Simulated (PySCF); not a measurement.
One of the candidates below gave these computed data.

All candidates are C6H12O2SSi.

| technique | computed result |
| --- | --- |
| Rotational structure | rotational constants A, B, C: 1.750, 0.895, 0.787 GHz [GFN2-xTB] |
| Dipole | 3.49 D [PBE0/pcSseg-1] |
| NMR, other nuclei | isotropic shieldings of nuclei other than C and H, by class: 292 (1 O), 296 (1 O), 387 (1 Si), 176 (1 S) ppm [GIAO PBE0/pcSseg-1] |
| 1H NMR | chemical shifts (computed TMS as zero) by class: 5.06 (3 H), 3.01 (1 H), 2.94 (1 H), 2.93 (1 H), 1.94 (1 H), 1.89 (1 H), 1.85 (1 H), 1.83 (1 H), 1.69 (1 H), 1.62 (1 H) ppm [GIAO PBE0/pcSseg-1] |
| 13C NMR | chemical shifts (computed TMS as zero) by class: 107.8 (1 C), 66.4 (1 C), 32.3 (1 C), 32.0 (1 C), 28.7 (1 C), 23.2 (1 C) ppm [GIAO PBE0/pcSseg-1] |

Electronic properties: PySCF, gas phase, density fitting. Levels stand in brackets. The structure is a single GFN2-xTB conformer in the gas phase; no vibrational or solvent corrections. NMR values are class means; diastereotopic atoms form classes of their own.

Task: Which candidate is it?
A. `C[S@@](=O)/C=C\C(=O)CC[SiH3]`
B. `CC[Si]1(OC(C)=O)CSC1`
C. `C=C(COC)[SiH2]OC(C)=S`
D. `C=C(OCC)[SiH2]OC(C)=S`
E. `O=[S@@]1[C@H]2CC[C@]1(O[SiH3])CC2`

Result: E. It is `O=[S@@]1[C@H]2CC[C@]1(O[SiH3])CC2`. Numbering: `[O:1]=[S@@:2]1[C@H:3]2[CH2:4][CH2:5][C@:6]1([O:7][SiH3:8])[CH2:9][CH2:10]2`. 6 carbons fall into 6 classes; from least to most shielded: ring sp3 carbon bound to oxygen [C6] (107.8 ppm), ring sp3 carbon bound to sulfur [C3] (66.4 ppm), ring CH2 carbon [C5] (32.3 ppm), ring CH2 carbon [C9] (32.0 ppm), ring CH2 carbon [C10] (28.7 ppm), ring CH2 carbon [C4] (23.2 ppm). Hydrogen classes from least to most shielded: 3 H on an oxygen-bound silicon, Si8 (5.06 ppm), 1 H on a ring CH2 carbon, C9 (3.01 ppm), 1 H on a ring CH2 carbon, C10 (2.94 ppm), 1 H on an sp3 carbon bound to sulfur, C3 (2.93 ppm), 1 H on a ring CH2 carbon, C5 (1.94 ppm), 1 H on a ring CH2 carbon, C10 (1.89 ppm), 1 H on a ring CH2 carbon, C4 (1.85 ppm), 1 H on a ring CH2 carbon, C5 (1.83 ppm), 1 H on a ring CH2 carbon, C9 (1.69 ppm), 1 H on a ring CH2 carbon, C4 (1.62 ppm). The other shieldings belong to: 292 ppm, sulfinyl oxygen [O1]; 296 ppm, silyl ether oxygen [O7]; 387 ppm, oxygen-bound silicon [Si8]; 176 ppm, sulfinyl sulfur [S2]. The optimised geometry has point group C1 and is an asymmetric top.

The others, at the same levels:
- `C=C(COC)[SiH2]OC(C)=S` fails: its computed 13C shifts are 233.4 (1 C), 155.4 (1 C), 133.5 (1 C), 79.5 (1 C), 59.8 (1 C), 37.3 (1 C) ppm, 1H shifts are 6.22 (1 H), 6.19 (1 H), 5.22 (2 H), 4.31 (2 H), 3.40 (3 H), 2.81 (3 H) ppm and rotational constant A is 1.870 GHz (against 1.750 GHz).
- `CC[Si]1(OC(C)=O)CSC1` fails: it has 5 carbon classes against 6; its computed 13C shifts are 176.5 (1 C), 28.7 (2 C), 23.7 (1 C), 12.2 (1 C), 7.1 (1 C) ppm, 1H shifts are 3.01 (2 H), 2.47 (2 H), 2.21 (3 H), 1.31 (2 H), 0.94 (3 H) ppm and rotational constant A is 1.468 GHz (against 1.750 GHz).
- `C[S@@](=O)/C=C\C(=O)CC[SiH3]` fails: its computed 13C shifts are 205.1 (1 C), 194.1 (1 C), 131.6 (1 C), 48.9 (1 C), 44.0 (1 C), 4.9 (1 C) ppm, 1H shifts are 8.10 (1 H), 6.78 (1 H), 3.86 (3 H), 2.92 (1 H), 2.82 (1 H), 2.55 (3 H), 1.18 (1 H), 0.71 (1 H) ppm and rotational constant A is 1.937 GHz (against 1.750 GHz).
- `C=C(OCC)[SiH2]OC(C)=S` fails: its computed 13C shifts are 229.2 (1 C), 170.5 (1 C), 100.4 (1 C), 65.7 (1 C), 37.1 (1 C), 17.1 (1 C) ppm, 1H shifts are 5.20 (2 H), 4.79 (1 H), 4.61 (1 H), 3.77 (2 H), 3.01 (3 H), 1.48 (3 H) ppm and rotational constant A is 1.166 GHz (against 1.750 GHz).

Each candidate is one conformer, not necessarily the lowest. Dipoles, sizes and rotational constants follow the conformer. The torsions of the flexible species, by atom-mapped SMILES:
- `[CH3:1][CH2:2][Si:3]1([O:4][C:5]([CH3:6])=[O:7])[CH2:8][S:9][CH2:10]1`: C1–C2–Si3–O4 -42°, C2–Si3–O4–C5 -54°, Si3–O4–C5–C6 175°
- `[CH3:1][S@@:2](=[O:3])/[CH:4]=[CH:5]\[C:6](=[O:7])[CH2:8][CH2:9][SiH3:10]`: C1–S2–C4–C5 91°, C4–C5–C6–O7 -10°, C5–C6–C8–C9 -175°, C6–C8–C9–Si10 66°

The conformers of `O=[S@@]1[C@H]2CC[C@]1(O[SiH3])CC2`, `C=C(COC)[SiH2]OC(C)=S` and `C=C(OCC)[SiH2]OC(C)=S` aren't listed.
